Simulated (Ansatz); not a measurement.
The inner images of a band of CH$_{4}$SSe (7 atoms, charge 0, multiplicity 1) are given out of order.

Computed with RKS PBE0-D4/def2-SVP (Ansatz).

Image 0:

```xyz
7
Properties=species:S:1:pos:R:3
S -1.667 -0.206 -0.087
C -0.038 0.174 0.594
Se 1.466 -0.956 0.055
H -1.390 0.151 -1.359
H -0.128 0.024 1.679
H 0.226 1.226 0.429
H 1.531 -0.413 -1.311
```

Image 6:

```xyz
7
Properties=species:S:1:pos:R:3
S -1.306 -0.428 -0.688
C 0.009 0.198 0.393
Se 1.510 -1.040 0.428
H -2.082 0.681 -0.645
H -0.326 0.262 1.439
H 0.358 1.187 0.068
H 1.837 -0.859 -0.995
```

**Question.** Put them in order from the first end to the last, with their energies above the first end.
A.
```xyz
7
Properties=species:S:1:pos:R:3
S -1.336 -0.458 -0.607
C -0.002 0.220 0.422
Se 1.494 -1.020 0.531
H -1.910 0.727 -0.916
H -0.327 0.360 1.464
H 0.342 1.184 0.026
H 1.740 -1.013 -0.920
```
B.
```xyz
7
Properties=species:S:1:pos:R:3
S -1.568 -0.386 -0.243
C -0.028 0.172 0.539
Se 1.566 -0.930 0.262
H -1.574 0.522 -1.241
H -0.179 0.153 1.627
H 0.182 1.209 0.252
H 1.602 -0.739 -1.196
```
C.
```xyz
7
Properties=species:S:1:pos:R:3
S -1.625 -0.301 -0.148
C -0.034 0.172 0.572
Se 1.531 -0.930 0.158
H -1.464 0.349 -1.320
H -0.149 0.083 1.661
H 0.188 1.224 0.351
H 1.554 -0.597 -1.274
```
D.
```xyz
7
Properties=species:S:1:pos:R:3
S -1.485 -0.449 -0.373
C -0.020 0.180 0.502
Se 1.568 -0.947 0.364
H -1.694 0.649 -1.129
H -0.228 0.228 1.580
H 0.211 1.195 0.157
H 1.647 -0.856 -1.102
```
E.
```xyz
7
Properties=species:S:1:pos:R:3
S -1.405 -0.467 -0.495
C -0.012 0.199 0.466
Se 1.540 -0.981 0.453
H -1.800 0.709 -1.028
H -0.278 0.296 1.529
H 0.269 1.189 0.087
H 1.687 -0.944 -1.011
```

**Answer.** C (+1.3 kJ/mol), B (+4.1 kJ/mol), D (+5.6 kJ/mol), E (+4.7 kJ/mol), A (+2.9 kJ/mol).

The run took 2.2 min on 1 thread of Arm Neoverse V1 (shared host), peak memory 0.17 GiB.
